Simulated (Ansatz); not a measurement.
`CB(F)BC=N` + `[NH2][GeH3]` → `N=CBN` + `C[B](F)[GeH3]`  (redistribution)

Calculated with Ansatz (gas phase, PBE0-D4/def2-TZVP geometries, no zero-point term in ΔE). CCSD(T)/CBS adds triple-zeta CCSD(T) − MP2 to the extrapolated MP2 energy (def2 sets, frozen cores). Functionals use def2-TZVPP. B3LYP here is the variant with VWN-RPA as its local correlation; programs differ in this. For Ge outer-core shells are correlated without core-valence functions, which leaves a few kJ/mol of doubt a bond. Scalar relativity is left out up to krypton. One conformer a species, not always the lowest.

(1) Is it downhill or uphill in electronic energy at CCSD(T)/CBS, and by how much? (Estimate.)

(2) What do these levels give: r2SCAN-D4, PBE0-D4, B3LYP-D4, ωB97X-V, ωB97M-V, r2SCAN, HF/def2-TZVPP, MP2/def2-TZVPP, SCS-MP2/def2-TZVPP, CCSD(T)/def2-TZVPP, MP2/def2-QZVPP, MP2/CBS(def2)? (Best estimate.)

Largest T1 diagnostic among the species: 0.015.

Results:

(1) Computed: Downhill: ΔE = -39.1 kcal/mol.

(2) Computed: r2SCAN-D4 -38.7, PBE0-D4 -39.3, B3LYP-D4 -39.1, ωB97X-V -38.0, ωB97M-V -39.7, r2SCAN -38.8, HF/def2-TZVPP -36.2, MP2/def2-TZVPP -39.0, SCS-MP2/def2-TZVPP -38.0, CCSD(T)/def2-TZVPP -38.8, MP2/def2-QZVPP -39.0, MP2/CBS(def2) -39.2 kcal/mol.

In def2-TZVPP, CCSD(T) changes the Hartree–Fock value by −2.6 kcal/mol (the triples alone add −0.3 kcal/mol) and MP2 by −2.7 kcal/mol.
